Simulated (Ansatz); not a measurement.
# Two structures, one formula

The two ends of one reaction step of AlH$_{3}$OF$_{2}$, closed shell (PBE0-D4/def2-TZVP).

A:

```
atom    x (Å)    y (Å)    z (Å)
 Al1  -0.8243  -0.2234  -0.0281
  O2   0.9866   0.5541   0.0231
  F3  -0.3751  -1.3185  -1.2034
  F4  -1.7488   1.0476  -0.5423
  H5   1.4258   0.6176   0.8778
  H6  -1.0173  -0.7314   1.4515
  H7   1.5532   0.0539  -0.5787
```

B:

```json
{"atom": "Al1", "x (Å)": "-0.3478", "y (Å)": "0.0701", "z (Å)": "-0.5226"}
{"atom": "O2", "x (Å)": "1.1542", "y (Å)": "0.8240", "z (Å)": "-0.5500"}
{"atom": "F3", "x (Å)": "-0.5377", "y (Å)": "-1.5062", "z (Å)": "-0.9446"}
{"atom": "F4", "x (Å)": "-1.6919", "y (Å)": "0.9860", "z (Å)": "-0.3287"}
{"atom": "H5", "x (Å)": "0.0606", "y (Å)": "-0.1966", "z (Å)": "1.5983"}
{"atom": "H6", "x (Å)": "-0.5982", "y (Å)": "-0.5677", "z (Å)": "1.5689"}
{"atom": "H7", "x (Å)": "1.9609", "y (Å)": "0.3904", "z (Å)": "-0.8212"}
```

Program: Ansatz 0.2.0. Basis: def2-TZVPP. Cores are frozen in the correlated methods. B3LYP uses VWN-RPA correlation.

Which structure is lower at CCSD(T), and by how much? (Judge from chemistry; the value comes from the calculation.)

The calculation gives: B, by 0.154 eV (electronic energy, against the other). By their contacts, A is AlH₃OF₂ ([OH2][AlH]([F])[F]) and B is a complex of AlHOF₂ ([OH][Al]([F])[F]) + H₂.

All methods give the same order:

```json
{"method": "SPW92", "E(B) − E(A) (eV)": "-0.034"}
{"method": "PBE-D4", "E(B) − E(A) (eV)": "-0.160"}
{"method": "BLYP-D4", "E(B) − E(A) (eV)": "-0.239"}
{"method": "r2SCAN-D4", "E(B) − E(A) (eV)": "-0.184"}
{"method": "B97M-V", "E(B) − E(A) (eV)": "-0.022"}
{"method": "PBE0-D4", "E(B) − E(A) (eV)": "-0.095"}
{"method": "B3LYP-D4", "E(B) − E(A) (eV)": "-0.173"}
{"method": "r2SCAN0-D4", "E(B) − E(A) (eV)": "-0.127"}
{"method": "BHLYP-D4", "E(B) − E(A) (eV)": "-0.099"}
{"method": "CAM-B3LYP-D4", "E(B) − E(A) (eV)": "-0.121"}
{"method": "wB97X-V", "E(B) − E(A) (eV)": "-0.113"}
{"method": "wB97M-V", "E(B) − E(A) (eV)": "-0.124"}
{"method": "B2PLYP", "E(B) − E(A) (eV)": "-0.184"}
{"method": "PBE-QIDH", "E(B) − E(A) (eV)": "-0.113"}
{"method": "RPA on PBE", "E(B) − E(A) (eV)": "-0.144"}
{"method": "HF", "E(B) − E(A) (eV)": "-0.037"}
{"method": "MP2", "E(B) − E(A) (eV)": "-0.226"}
{"method": "CCSD", "E(B) − E(A) (eV)": "-0.133"}
{"method": "CCSD(T)", "E(B) − E(A) (eV)": "-0.154"}
```

No T1 diagnostic of these runs exceeds 0.013.

Labels in which every atom is bracketed show which atoms are joined, not bond orders.

For scale, one of the runs: CCSD(T)/def2-TZVPP, 177 basis functions (an equivalent command: `ansatz run in.yaml --threads 2`). Time: 25 s of wall clock on 2 CPU threads; the host was shared. Peak host memory: 1.8 GiB.
